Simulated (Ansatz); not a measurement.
`[F][In@H-]1[F+][In@@H-]([F])[F+]1`, relaxed with RKS PBE0-D4/def2-TZVP in Ansatz from a GFN2-xTB geometry. The force threshold is 0.005 eV/Å; the program also tests the step.

The species carries charge 0 and has multiplicity 1. In takes the def2 core potential.

Start:

```xyz
8

F    -0.749   -2.056   -2.360
In   -0.952   -1.412   -0.539
F     0.974   -0.803    0.402
In    0.926    1.405    0.587
F     2.178    2.290   -0.606
F    -0.983    0.803   -0.399
H    -1.841   -1.863    0.772
H     0.445    1.636    2.143
```

| step | energy (eV) | largest force (eV/Å) | largest move (Å) |
| --- | --- | --- | --- |
| 1 | -21246.5810 | 1.345 | 0.000 |
| 2 | -21246.9208 | 0.329 | 0.195 |
| 3 | -21246.9439 | 0.104 | 0.056 |
| 4 | -21246.9529 | 0.085 | 0.047 |
| 5 | -21246.9755 | 0.320 | 0.196 |
| 6 | -21246.9848 | 0.235 | 0.094 |
| 7 | -21246.9902 | 0.027 | 0.064 |
| 8 | -21246.9905 | 0.010 | 0.015 |
| 9 | -21246.9908 | 0.008 | 0.032 |
| 10 | -21246.9908 | 0.004 | 0.002 |

End:

```xyz
8

F    -0.339   -1.537   -2.262
In   -0.920   -1.328   -0.438
F     0.882   -0.802    0.543
In    0.835    1.314    0.613
F     1.873    1.792   -0.936
F    -1.025    0.779   -0.246
H    -2.004   -2.142    0.553
H     0.698    1.925    2.173
```

Run time 63 s (4 threads of an Arm Neoverse V1 on a shared host); peak host memory 0.8 GiB.
